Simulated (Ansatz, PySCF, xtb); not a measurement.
Isomers of C3H9B: 1 is CB(C)C, 2 is BCCC; one conformer of each (the lowest of an xTB search), B3LYP-D3(BJ)/def2-TZVP minima.
Isomer 1 (charge 0, multiplicity 1):
```json
[
 {"atom": "C", "x (Å)": "-0.9788", "y (Å)": "-1.2295", "z (Å)": "0.1043"},
 {"atom": "B", "x (Å)": "-0.0029", "y (Å)": "-0.0040", "z (Å)": "-0.0080"},
 {"atom": "C", "x (Å)": "1.5510", "y (Å)": "-0.2296", "z (Å)": "0.0284"},
 {"atom": "C", "x (Å)": "-0.5758", "y (Å)": "1.4529", "z (Å)": "-0.1432"},
 {"atom": "H", "x (Å)": "-1.7849", "y (Å)": "-1.1809", "z (Å)": "-0.6343"},
 {"atom": "H", "x (Å)": "-0.5016", "y (Å)": "-2.2094", "z (Å)": "0.0459"},
 {"atom": "H", "x (Å)": "-1.4822", "y (Å)": "-1.1684", "z (Å)": "1.0794"},
 {"atom": "H", "x (Å)": "1.8470", "y (Å)": "-0.9856", "z (Å)": "0.7617"},
 {"atom": "H", "x (Å)": "2.1471", "y (Å)": "0.6717", "z (Å)": "0.1832"},
 {"atom": "H", "x (Å)": "1.8419", "y (Å)": "-0.6465", "z (Å)": "-0.9464"},
 {"atom": "H", "x (Å)": "-1.6543", "y (Å)": "1.5180", "z (Å)": "-0.2966"},
 {"atom": "H", "x (Å)": "-0.3332", "y (Å)": "2.0088", "z (Å)": "0.7720"},
 {"atom": "H", "x (Å)": "-0.0733", "y (Å)": "2.0024", "z (Å)": "-0.9466"}
]
```
Isomer 2 (charge 0, multiplicity 1):
```xyz
13

B     -2.15058     0.00569     0.16334
C     -0.65780    -0.36842     0.36027
C      0.39544     0.37411    -0.46611
C      1.82893    -0.00387    -0.10436
H     -2.47827     0.98063    -0.44602
H     -3.00450    -0.66380     0.66267
H     -0.48648    -0.18005     1.43741
H     -0.52247    -1.45556     0.28251
H      0.22395     0.17390    -1.52815
H      0.25560     1.45170    -0.34008
H      2.04022     0.22118     0.94427
H      2.55444     0.53759    -0.71468
H      2.00152    -1.07312    -0.25108
```

No zero-point or thermal terms.

Frozen-core correlation. Rows in 6-311+G**, 6-31G* carry no dispersion term and start afresh at each structure (6-31G* with six Cartesian d functions).

Programs: Ansatz (Gaussian basis) for Hartree–Fock, density functionals and correlated methods; PySCF for 6-311+G** rows, 6-31G* rows; xtb for the GFN methods. 

### Question
One of these levels gives 111.8 kJ/mol for the electronic energy of isomer 2 less that of isomer 1. Name it.
A. GFN1-xTB
B. B3LYP/6-311+G**
C. CCSD/cc-pVDZ
D. HF/6-31G*

### Answer
B, B3LYP/6-311+G**. The others give 180.5 (GFN1-xTB), 88.3 (HF/6-31G*), 96.3 (CCSD/cc-pVDZ)

Ansatz is a first-principles code.
